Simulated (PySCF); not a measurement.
C4H9ClSi, SMILES C=C[SiH](Cl)CC (GFN2-xTB optimised geometry):

```
15

Si    -1.537    -0.356     0.000
Cl    -2.199    -1.251    -1.699
C     -2.229    -1.324     1.462
C     -1.542    -1.713     2.525
C      0.369    -0.356     0.000
C      0.971     0.341    -1.217
H     -2.058     1.015     0.000
H     -3.282    -1.578     1.415
H     -0.492    -1.495     2.634
H     -1.992    -2.267     3.335
H      0.739    -1.383     0.036
H      0.732     0.136     0.903
H      0.662     1.383    -1.256
H      2.058     0.308    -1.182
H      0.645    -0.143    -2.135
```

Method: B3LYP/def2-TZVP run with PySCF.

Q: What are the frontier orbital energies and the dipole moment?

A: HOMO-2 -8.36 eV, HOMO-1 -8.14 eV, HOMO -7.81 eV, LUMO -0.80 eV, LUMO+1 0.71 eV; dipole moment 1.76 D.

On the same geometry PBE/def2-TZVP run with PySCF gives HOMO-2 -7.24 eV, HOMO-1 -7.13 eV, HOMO -6.84 eV, LUMO -1.59 eV, LUMO+1 0.08 eV; dipole moment 1.72 D.

Meta-Löwdin charges at B3LYP/def2-TZVP: Si1 0.84, Cl2 -0.31, C3 -0.35, C4 -0.21, C5 -0.44, C6 -0.32, H7 -0.12, H8 0.12, H9 0.11, H10 0.12, H11 0.12, H12 0.11, H13 0.11, H14 0.11, H15 0.11.
